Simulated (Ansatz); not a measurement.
Molecule: 3,3,3-trifluoroprop-1-yne, C3HF3 (charge 0, singlet). 
Coordinates optimised at B3LYP-D3(BJ)/def2-TZVP (Ansatz, an electronic-structure program):
SMILES: C(#C)C(F)(F)F
```xyz
7

C      2.3167    -0.1977     0.0087
C      1.1258    -0.0961     0.0042
C     -0.3291     0.0281    -0.0012
F     -0.8021     0.2974     1.2287
F     -0.9158    -1.1070    -0.4214
F     -0.7329     1.0187    -0.8165
H      3.3763    -0.2881     0.0127
```
Charge 0, spin multiplicity 1.

Basis-set convergence of Hartree-Fock and CCSD(T) correlation energies (hartree) with Ansatz. Cores are frozen in the correlated levels unless marked. Spin-orbit coupling is left out. No relativistic terms.

```json
[
 {"basis": "cc-pVDZ", "functions": "89", "E(HF)": "-412.45280", "E(corr, CCSD(T))": "-0.97655"},
 {"basis": "cc-pVTZ", "functions": "194", "E(HF)": "-412.58837", "E(corr, CCSD(T))": "-1.25415"},
 {"basis": "cc-pVQZ", "functions": "360", "E(HF)": "-412.61971", "E(corr, CCSD(T))": "-1.35026"}
]
```

Extrapolating the two largest sets (X = 3 and 4) as X^-3: E(corr) = (64·(-1.35026) - 27·(-1.25415))/37 = -1.4204 Eh, an estimate of the basis-set limit. The largest set recovers 95.1 % of it, the smallest 68.8 %.
